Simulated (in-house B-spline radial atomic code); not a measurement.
Results of a calculation; reference values are marked as such.
**Softness against transferability: the 4p channel of Pd**

Pd, [Kr] 4d10, non-relativistic PBE, spherical and spin-unpolarised, from a B-spline radial code for spherical atoms (atomic units). The all-electron 4p level is ε = -1.809536 hartree, its outermost node lies just inside 0.48 bohr and its outer maximum at 0.92 bohr.

Troullier-Martins pseudo-orbitals are made for several radii. The cutoffs (hartree) are the plane-wave energies beyond which the orbital holds less than the named kinetic energy per electron. The phase error is the difference, pseudo minus all-electron, of arctan(R P'/P) at R = 1.59 bohr for all radii, half a hartree below and above the level.

| r_c (bohr) | V_l(0) (hartree) | cutoff for 10 mEh | for 1 mEh | for 0.1 mEh | phase error at ε − 0.5 (mrad) | at ε + 0.5 (mrad) |
| --- | --- | --- | --- | --- | --- | --- |
| 0.69 | -91.93 | 253 | 393 | > 450 | -9.6 | -2.2 |
| 0.8 | -28.65 | 80.4 | 149 | 318 | -3.9 | -0.8 |
| 0.92 | -3.56 | 30.7 | 69.1 | 124 | -2.2 | -0.4 |
| 1.04 | -0.47 | 32.3 | 64.5 | 85 | -2.1 | -0.4 |
| 1.16 | -2.36 | 29.5 | 56.6 | 76.4 | -2.7 | -0.5 |
| 1.29 | -4.48 | 24.5 | 34.9 | 63.6 | -5.0 | -0.9 |

(1) Which radius needs the lowest cutoff for 1 mEh while both phase errors stay within 4.0 mrad?

(2) What does the larger radius buy, and what does it cost?

Answers

(1) The radii within that limit are 0.8, 0.92, 1.04, 1.16 bohr; of these r_c = 1.16 needs the least, 56.6 hartree, that is 113 Ry or 1540 eV.

(2) From r_c = 0.69 to 1.29 bohr the cutoff for 1 mEh goes from 393 to 34.9 hartree, a factor of 11.26, against 3.50 for a pure 1/r_c² scaling, end to end; step by step it is 393, 149, 69.1, 64.5, 56.6, 34.9, and for 0.1 mEh > 450, 318, 124, 85, 76.4, 63.6; the number of plane waves goes as the cutoff to the power 3/2, here a factor of 37.8. The larger of the two phase errors is least at r_c = 1.04 bohr, 2.1 mrad; it is 9.6 at the smallest radius and 5.0 at the largest. These errors test the reference atom alone. The smallest radius lies well inside the outer maximum, where the nodeless form must bend sharply to keep the norm, so it is both harder and scatters less well than the next. Large radii also let the cores of neighbours overlap, which an atom doesn't show.
